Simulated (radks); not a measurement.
Question: The potassium anion K-, [Ar] 4s2, held by a Watson sphere: a shell of charge +0.82 at radius R that stands for the Madelung well of a crystal (potential energy -0.82/R inside, -0.82/r outside, in hartree with lengths in bohr). Calculated with a radial shooting solver on a logarithmic mesh with Libxc functionals: non-relativistic Kohn-Sham, LB94 model potential, spin-polarised, spherical densities, point nucleus. Response by self-consistent Sternheimer equations with the Hartree and adiabatic LDA kernel. The sphere does not respond.

R (bohr)  e(3s) (eV)  e(3p) (eV)  e(4s) (eV)  <r> 4s (bohr)  sum of <r^2> (bohr^2)  X-ray form factor at sin(theta)/lambda = 0.2 1/angstrom  alpha (bohr^3)
3.42         -39.132     -23.227      -4.835          4.345                  63.30                                                   13.683           205.4
4.22         -38.517     -22.607      -4.517          4.564                  67.84                                                   13.695           249.9
4.43         -38.406     -22.495      -4.432          4.619                  69.06                                                   13.698           263.1
4.45         -38.396     -22.485      -4.424          4.625                  69.18                                                   13.698           264.4
4.53         -38.357     -22.446      -4.392          4.645                  69.64                                                   13.699           269.5
4.99         -38.163     -22.250      -4.210          4.758                  72.24                                                   13.705           300.2
5.07         -38.133     -22.220      -4.179          4.777                  72.68                                                   13.706           305.7

Estimate the row for R = 2.47 bohr.

Answer: e(3s) (eV) -40.696; e(3p) (eV) -24.780; e(4s) (eV) -5.109; <r> 4s (bohr) 4.129; sum of <r^2> (bohr^2) 59.06; X-ray form factor at sin(theta)/lambda = 0.2 1/angstrom 13.692; alpha (bohr^3) 171.4.
